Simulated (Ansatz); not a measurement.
Mulliken charges of GaH5P2 (`P[PH][GaH2]`) from PBE/def2-TZVPP in Ansatz (PBE0-D4/def2-TZVP geometry).

```
atom   x (Å)   y (Å)   z (Å)  charge (e)
  P1  -0.730   0.272  -0.930      -0.068
  P2   0.487   1.286   0.649      -0.175
 Ga3   0.962  -1.022   0.515       0.139
  H4  -2.026   0.772  -0.690       0.066
  H5  -0.400   1.041  -2.066       0.064
  H6  -0.543   1.067   1.606       0.052
  H7   2.065  -1.405  -0.525      -0.042
  H8   0.186  -2.011   1.441      -0.036
```

Task: By hand: the dipole of these point charges (1 e Å = 4.8032 D).

Result: Σ q r = (-0.183, -0.081, -0.103) e Å, of length 0.225 e Å = 1.08 D.

Task: How does the dipole of the full density compare? (Best estimate.)

Result: Ansatz gave: (-0.233, 0.107, -0.092) e Å, 1.31 D; the point charges give 0.82 times that, at 45° from its direction.

Point charges leave out the atoms' own dipoles, such as those of lone pairs, and Mulliken's split depends on the basis, so the two needn't agree.
